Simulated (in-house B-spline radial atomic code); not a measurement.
Inner levels of tantalum as electrons are removed. A shift is the extra binding of the orbital against the neutral atom ([Xe] 4f14 5d3/2(3) 6s2). The density at the nucleus is averaged over the nuclear charge. Computed with a B-spline radial code for spherical atoms: Dirac-Hartree-Fock, jj configuration that fills j = l - 1/2 first, finite nuclei.

A number in brackets counts the electrons of a j subshell.

```tsv
ion	configuration	shift of 3p1/2 (eV)	shift of 2p1/2 (eV)	shift of 4p3/2 (eV)	radius of 3p1/2 (bohr)	radius of 2p1/2 (bohr)	radius of 4p3/2 (bohr)	Σ<r²> (bohr²)	change of density at nucleus (bohr⁻³)
Ta	[Xe] 4f14 5d3/2(3) 6s2	0	0	0	0.1941	0.064952	0.49693	72.884	-
Ta+	[Xe] 4f14 5d3/2(3) 6s1	7.0682	7.076	7.0636	0.1941	0.064952	0.49691	54.031	-41.12
Ta2+	[Xe] 4f14 5d3/2(3)	15.374	15.403	15.361	0.1941	0.064952	0.49689	40.733	-106.03
Ta3+	[Xe] 4f14 5d3/2(2)	28.252	28.33	28.256	0.1941	0.064952	0.4969	34.621	-90.53
Ta4+	[Xe] 4f14 5d3/2(1)	42.633	42.806	42.638	0.19409	0.064951	0.49691	29.94	-69.28
Ta5+	[Xe] 4f14	58.275	58.593	58.255	0.19409	0.064951	0.49691	26.109	-42.84
Ta6+	[Xe] 4f5/2(6) 4f7/2(7)	87.94	86.788	85.899	0.19411	0.064953	0.49541	24.329	60.04
Ta7+	[Kr] 4d10 4f5/2(6) 4f7/2(7) 5s2 5p1/2(2) 5p3/2(3)	108.59	107.99	106.13	0.1941	0.064952	0.49587	22.151	116.65
Ta8+	[Kr] 4d10 4f5/2(6) 4f7/2(7) 5s2 5p1/2(2) 5p3/2(2)	130.01	130.01	127.04	0.19409	0.06495	0.49587	20.126	176.49
Ta9+	[Kr] 4d10 4f5/2(6) 4f7/2(7) 5s2 5p1/2(2) 5p3/2(1)	152.16	152.84	148.6	0.19408	0.064949	0.49583	18.233	239.5
Ta10+	[Kr] 4d10 4f5/2(6) 4f7/2(7) 5s2 5p1/2(2)	175.03	176.46	170.78	0.19406	0.064947	0.49577	16.456	305.69
Ta11+	[Kr] 4d10 4f5/2(6) 4f7/2(7) 5s2 5p1/2(1)	199.16	201.56	194.72	0.19407	0.064946	0.49545	14.907	329.5
Ta12+	[Kr] 4d10 4f5/2(6) 4f7/2(7) 5s2	224	227.44	219.31	0.19408	0.064945	0.49508	13.445	352.83
Ta13+	[Kr] 4d10 4f5/2(6) 4f7/2(6) 5s2	261.96	264.09	253.78	0.19409	0.064948	0.49301	12.635	484.62
Ta14+	[Kr] 4d10 4f5/2(6) 4f7/2(5) 5s2	301.8	302.54	289.56	0.1941	0.064951	0.49079	11.898	625.53
Ta15+	[Kr] 4d10 4f5/2(6) 4f7/2(5) 5s1	330.26	332.04	316.93	0.19408	0.064949	0.49007	10.74	-267.5
Ta16+	[Kr] 4d10 4f5/2(6) 4f7/2(5)	359.33	362.23	344.81	0.19407	0.064946	0.48932	9.63	-1215.7
Ta17+	[Kr] 4d10 4f5/2(6) 4f7/2(4)	402.74	404.27	383.18	0.19407	0.064949	0.48686	9.0538	-1154.76
Ta18+	[Kr] 4d10 4f5/2(6) 4f7/2(3)	447.88	447.99	422.66	0.19406	0.064952	0.48429	8.5212	-1086.85
Ta19+	[Kr] 4d10 4f5/2(6) 4f7/2(2)	494.71	493.37	463.23	0.19405	0.064956	0.48163	8.0268	-1011.93
Ta20+	[Kr] 4d10 4f5/2(6) 4f7/2(1)	543.19	540.37	504.83	0.19403	0.064959	0.47889	7.5661	-930
Ta21+	[Kr] 4d10 4f5/2(6)	593.29	588.98	547.44	0.19401	0.064963	0.47608	7.1352	-841.07
```
